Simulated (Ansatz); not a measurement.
`[SiH3][SiH2][CH2][InH2]` + H₂O → `O[SiH2][SiH3]` + `[CH3][InH2]`  (formal hydrolysis of the Si–C bond)

Computed with Ansatz on PBE0-D4/def2-TZVP structures; ΔE is electronic, products minus reactants. CBS: MP2 limit from def2 TZ/QZ plus the TZ coupled-cluster correction, frozen cores. This one scheme is used for every species. DFT in def2-TZVPP. HSE06 is defined as in plane-wave codes. Elements past krypton have def2 core potentials. For In outer-core shells are correlated without core-valence functions, which leaves a few kJ/mol of doubt a bond. One conformer a species, not always the lowest.

`[SiH3][SiH2][CH2][InH2]`:

Z-matrix (Å, degrees):
```
Si
C 1 1.859
In 1 3.277 2 39.3
Si 1 2.342 2 104.3 3 -41.0
H 1 1.492 2 116.0 3 -164.0
H 1 1.491 2 110.3 3 73.1
H 2 1.092 1 111.4 3 118.7
H 2 1.093 1 110.8 3 -120.3
H 3 1.725 1 101.5 2 125.3
H 3 1.724 1 129.6 2 -81.9
H 4 1.515 1 103.5 2 40.1
H 4 1.488 1 113.7 2 -73.5
H 4 1.486 1 117.6 2 156.9
```

H₂O:

```xyz
3

O    -0.346    0.114   -0.138
H     0.352    0.668    0.218
H    -0.006   -0.782   -0.079
```

`O[SiH2][SiH3]`:

```xyz
9

O     0.958   -1.817   -0.270
Si    1.001   -0.204    0.094
Si   -1.097    0.823   -0.144
H     0.363   -2.370    0.238
H     1.484    0.025    1.488
H     1.983    0.388   -0.848
H    -1.009    2.257    0.248
H    -2.096    0.158    0.740
H    -1.588    0.738   -1.546
```

`[CH3][InH2]`:

Cartesian coordinates in Å:
```
C -0.399 -0.411 -0.831
In 0.432 0.469 0.950
H -1.318 0.091 -1.134
H 0.326 -0.324 -1.645
H -0.599 -1.473 -0.679
H -0.048 2.050 1.462
H 1.606 -0.402 1.878
```

```
        level  ΔE (kJ/mol)
      PBE0-D4        -55.9
   r2SCANh-D4        -63.3
     HSE06-D4        -56.0
      ωB97M-V        -63.7
        HSE06        -64.4
        BHLYP        -86.8
    CAM-B3LYP        -84.4
CCSD/def2-SVP        -62.2
```

(1) What does CCSD(T)/CBS give? (Estimate.)

Largest T1 diagnostic among the species: 0.014.

Results:

(1) Ansatz gave: -52.3 kJ/mol. The listed levels differ from it by -3.6, -11.0, -3.7, -11.4, -12.1, -34.5, -32.1, -9.9 kJ/mol.

In def2-TZVPP, CCSD(T) changes the Hartree–Fock value by +39.2 kJ/mol (the triples alone add +5.7 kJ/mol) and MP2 by +41.4 kJ/mol. Leaving LDA and LC-ωPBE aside and taking each functional with its dispersion term where it has one, the values, not all of them listed here, spread over 21.9 kJ/mol, from B2PLYP to revPBE-D4. LDA lies +13.9 kJ/mol from PBE without D4.

CCSD(T)/CBS has its own doubt, a few kJ/mol and more with outer-core shells, so smaller differences from it don't rank the levels.
